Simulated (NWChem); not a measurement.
# Total energies of isocyanic acid (CHNO)

```
C
O 1 1.1649
N 1 1.2104 2 172.97
H 3 1.0086 1 128.31 2 180.00
```
Charge 0, spin multiplicity 1.

All runs are NWChem calculations. Structure: optimised with PBE0/def2-SVP, a minimum by its harmonic frequencies.

Basis set: cc-pVTZ (104 functions).

```json
[
 {"method": "RHF", "total energy (Ha)": "-167.82879", "relative cost": "1"},
 {"method": "MP2", "total energy (Ha)": "-168.40653", "relative cost": "under 3"},
 {"method": "B2PLYP", "total energy (Ha)": "-168.63288", "relative cost": "under 3"},
 {"method": "PBE", "total energy (Ha)": "-168.56899", "relative cost": "under 3"},
 {"method": "B3LYP", "total energy (Ha)": "-168.75131", "relative cost": "under 3"},
 {"method": "PBE0", "total energy (Ha)": "-168.56053", "relative cost": "under 3"},
 {"method": "CCSD(T)", "total energy (Ha)": "-168.43225", "relative cost": "80"}
]
```

Total energies of different functionals aren't comparable as a measure of quality: only differences taken within one method are. Relative cost: rough, from shared machines, SCF included, RHF = 1.

The correlated methods keep 3 core orbitals frozen. B3LYP has NWChem's definition, with VWN1-RPA local correlation. No row is a measurement; the coupled-cluster row has its own basis-set and correlation limits.
